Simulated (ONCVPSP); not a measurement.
# Configuration tests for Cl (Z = 17) (ONCV)

Cl, optimised norm-conserving Vanderbilt (ONCV), made with ONCVPSP 4.0.1 (PBEsol, non-relativistic). Core [He], reference 2s2 2p6 3s2 3p5. Waves: 2s+3s: rc 0.90 bohr, ncon 4, nbas 8, qcut 13.1 1/bohr, 2 projectors; 2p+3p: rc 0.70 bohr, ncon 4, nbas 8, qcut 18 1/bohr, 2 projectors; d scattering state at 0.06 Ha: rc 0.70 bohr, ncon 4, nbas 8, qcut 15.9 1/bohr, local. Local part: the d channel. Core correction: Teter function, fcfact 2, rcfact 1.25.

Energies are relative to the spin-unpolarised reference configuration 2s2 2p6 3s2 3p5; without spin polarisation the order of configurations can differ from experiment.

| valence configuration | charge | ΔE all-electron (eV) | error AE − PS (meV) |
| --- | --- | --- | --- |
| 2s2 2p6 3s2 3p4 | +1 | 13.851 | +0.4 |
| 2s2 2p6 3s2 3p3 | +2 | 39.260 | +2.7 |

Problem. What are ΔE and the potential's error for 2s2 2p6 3s2 3p2?

Solution. ΔE = 77.521 eV all-electron; the error (AE − PS) is +10.0 meV.

Problem. What are ΔE and the potential's error for 2s2 2p6 3s2 3p1?

Solution. ΔE = 129.713 eV all-electron; the error (AE − PS) is +27 meV.

Levels in the configuration 2s2 2p6 3s2 3p1:

```tsv
level	all-electron (eV)	pseudo (eV)
2s	-314.104	-314.107
2p	-255.303	-255.029
3s	-73.441	-73.441
3p	-59.471	-59.447
```
